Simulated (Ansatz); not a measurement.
## Redistribution: C3H7I + C2H3F → C2H4FI + C3H6

Species: C3H7I `CCCI`, singlet; C2H3F `C=CF`, singlet; C2H4FI (1-fluoro-2-iodoethane) `FCCI`, singlet; C3H6 (propene) `C=CC`, singlet. The partners trade CH3 for F; both sit on C, so the bond types are kept.

Shapes, held fixed at every level: PBE0-D4/def2-TZVP. Flexible molecules stand in one conformer, not always the lowest. Programs: Ansatz 0.2.0. Electronic energies: no zero-point or thermal term.

| level | kind | ΔE (kJ/mol) | less CCSD(T)/def2-TZVPP | CPU time (sum over the molecules) |
| --- | --- | --- | --- | --- |
| HF/def2-TZVPP | Hartree–Fock | -7.7 | -9.6 | – |
| PBE-D4/def2-TZVPP | GGA | +6.3 | +4.4 | 19 s |
| B3LYP-D4/def2-TZVPP | global hybrid | +2.2 | +0.3 | 25 s |
| PBE0-D4/def2-TZVPP | global hybrid | +4.6 | +2.7 | 20 s |
| wB97M-V/def2-TZVPP | range-separated hybrid | +3.4 | +1.5 | 59 s |
| wB97X-V/def2-TZVPP | range-separated hybrid | +2.3 | +0.4 | 44 s |
| B2PLYP/def2-TZVPP | double hybrid | +0.1 | -1.8 | 34 s |
| CCSD(T)/def2-TZVPP | coupled cluster or CI | +1.9 | 0.0 | 9.6 min |

The highest level, CCSD(T)/def2-TZVPP, gives ΔE = +1.9 kJ/mol; the levels span -7.7 to +6.3. That is about zero within the method's error. They disagree on the sign: 7 of 8 are positive. The column of differences is taken from that level and isn't an error. No measured value is set beside it here. For atoms past krypton def2 sets carry core potentials with scalar relativity. Correlated rows may include outer-core shells of I, which these sets cover unevenly. Times are processor times on shared x86 and Arm servers, and rough.
